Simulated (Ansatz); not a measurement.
Born–Oppenheimer molecular dynamics of F₃GeHO (6 atoms, charge 0, multiplicity 1). It starts from a relaxed structure.

The calculation used RHF/def2-SVP (Ansatz 0.2.0).

```
ensemble        : NVT, Nosé–Hoover chain
time step       : 0.5 fs
steps asked     : 250
set temperature : 400 K
thermostat      : time constant 100 fs, chain length 3 (defaults)
seed            : 395184
```

First frame:

```xyz
6
Properties=species:S:1:pos:R:3
Ge -0.015 -0.020 0.027
O -0.027 -0.074 1.733
H -0.848 -0.186 2.191
F 1.575 0.014 -0.516
F -0.807 1.342 -0.580
F -0.787 -1.357 -0.657
```

(1) How far do the bonds stretch over the last three quarters of this one trajectory? (Pairs bonded in most of those frames.)

Answers

(1) 
```json
{"bond": "Ge1–O2", "mean (Å)": "1.711", "spread (Å)": "0.024", "shortest": "1.67", "longest": "1.75"}
{"bond": "Ge1–F4", "mean (Å)": "1.684", "spread (Å)": "0.012", "shortest": "1.67", "longest": "1.71"}
{"bond": "Ge1–F5", "mean (Å)": "1.684", "spread (Å)": "0.011", "shortest": "1.67", "longest": "1.70"}
{"bond": "Ge1–F6", "mean (Å)": "1.692", "spread (Å)": "0.004", "shortest": "1.68", "longest": "1.70"}
{"bond": "O2–H3", "mean (Å)": "0.948", "spread (Å)": "0.013", "shortest": "0.93", "longest": "0.97"}
```

Mean temperature of the second half: 273 K. The conserved energy stayed within 0.12 meV per atom of its start (net change 0.1 meV per atom), so the integration is sound. The mean temperature of the second half is 32 % below the set value. A run of 0.12 ps of so small a system gives no equilibrium averages.

Run time: 2.7 min on 2 threads of Intel(R) Xeon(R) 6975P-C (Granite Rapids), on a shared host, peak memory 0.21 GiB.
